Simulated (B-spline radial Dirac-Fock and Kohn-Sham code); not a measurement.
The K (1s) hole of silver ions: width and yield against charge

The computed values come from a radial atomic solver: independent-particle radiative and Coulomb Auger rates from relativistic LDA hole-state orbitals, with Dirac-Fock energies. Tabulated ground configurations, configuration averages; single configurations, so decays that open only by mixing (as 1s 2s² with 1s 2p² in Be-like ions) are missing and such tiny yields are far too low.

```tsv
ion	configuration	radiative (eV)	non-radiative (eV)	yield
Ag	[Kr] 4d10 5s1	5.48	1.12	0.830
Ag⁺	[Kr] 4d10	5.48	1.12	0.830
Ag²⁺	[Kr] 4d9	5.48	1.12	0.830
Ag³⁺	[Kr] 4d8	5.48	1.12	0.830
Ag⁴⁺	[Kr] 4d7	5.49	1.12	0.830
Ag⁵⁺	[Kr] 4d6	5.49	1.12	0.830
Ag⁶⁺	[Kr] 4d5	5.49	1.12	0.830
Ag⁷⁺	[Kr] 4d4	5.50	1.13	0.830
```
